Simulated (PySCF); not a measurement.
SMILES [GeH3][Mg][I] (H3GeIMg) (PBE0/def2-SVP optimised geometry):

```
6

Mg     0.301    -0.356     0.000
I      2.870    -0.358    -0.006
Ge    -2.273    -0.356     0.000
H     -2.866    -1.068    -1.238
H     -2.870    -1.071     1.234
H     -2.869     1.071     0.000
```

Calculation: PBE0/def2-TZVP, def2 effective core potentials past Kr (PySCF).

**Question.** What are the frontier orbital energies and the dipole moment?

**Answer.** HOMO-2 -7.53 eV, HOMO-1 -7.53 eV, HOMO -7.41 eV, LUMO -1.46 eV, LUMO+1 -1.11 eV; dipole moment 1.14 D.

On the same geometry PBE/def2-TZVP, def2 effective core potentials past Kr in PySCF gives HOMO-2 -6.43 eV, HOMO-1 -6.43 eV, HOMO -6.42 eV, LUMO -2.15 eV, LUMO+1 -1.74 eV; dipole moment 1.10 D.
